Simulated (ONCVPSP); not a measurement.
**Potentials for Cl compared**

Generated with ld1.x 7.5 (TM, RRKJ, ultrasoft, PAW), atompaw 4.2 or ONCVPSP 4.0.1. The cutoff is in Ry: for ld1.x and atompaw files where the sum of valence levels is converged to 10 mRy in a Bessel basis, for ONCV files where the hardest occupied wave has 1 mHa per electron of residual kinetic energy. The error is the largest all-electron minus pseudo excitation energy over each file’s own four to seven test configurations (ionisations up to +4, promotions, holes and added fractions of an electron), all of which were solved. The labels leave out finer settings (local radius, basis sizes, second energies), which also bear on the numbers. Spin-polarised tests are not counted. The rows are a selection from randomly drawn settings: files with unsolved tests, undetermined cutoffs or missed reference levels are left out.

A true bound ghost makes a file unfit for plane-wave use even where its test errors are small: the radial tests pick states by their node count and pass the ghost by.

| potential | cutoff (Ry) | largest error (meV) | bound ghosts |
| --- | --- | --- | --- |
| ONCV, LDA (Perdew-Zunger), scalar-relativistic, rc 1.15/1.55/1.30 (spd), local smoothed, core correction yes, reference 3s2 3p5, qcut 6.2/4.3/8.6, projectors 2/2/2 | 32 | +57 | s |
| ONCV, PBE, scalar-relativistic, rc 1.45/1.55 (sp), local smoothed, core correction no, reference 3s2 3p5, qcut 3.8/4.5, projectors 2/2 | 98 | +131 | none |
| ONCV, LDA (Perdew-Zunger), scalar-relativistic, rc 0.75/0.75/0.75 (spd), local smoothed, core correction yes, reference 2s2 2p6 3s2 3p5, qcut 19.6/15.9/14.4, projectors 2/2/2 | 250 | +32 | none |
| ONCV, LDA (Perdew-Zunger), scalar-relativistic, rc 1.40/1.40 (sp), local smoothed, core correction no, reference 3s2 3p5, qcut 5.3/6.9, projectors 2/2 | 36 | +88 | none |

**Question.** Fill in the row for Cl: ONCV, LDA (Perdew-Wang 92), scalar-relativistic, rc 0.65/0.70/0.60 (spd), local smoothed, core correction yes, reference 2s2 2p6 3s2 3p5, qcut 19.1/22.6/13.4, projectors 2/3/2.

**Answer.** cutoff 358 Ry, largest error +9.6 meV, bound ghosts: none.

**Question.** Fill in the row for Cl: ONCV, LDA (Perdew-Wang 92), scalar-relativistic, rc 0.80/0.60 (sp), local smoothed, core correction yes, reference 2s2 2p6 3s2 3p5, qcut 15.8/22.1, projectors 2/2.

**Answer.** cutoff 416 Ry, largest error +11 meV, bound ghosts: none.

**Question.** Fill in the row for Cl: ONCV, LDA (Perdew-Wang 92), scalar-relativistic, rc 1.05/1.15/0.95 (spd), local smoothed, core correction yes, reference 3s2 3p5, qcut 7.4/6.9/8.5, projectors 1/2/2.

**Answer.** cutoff 91 Ry, largest error +119 meV, bound ghosts: none.
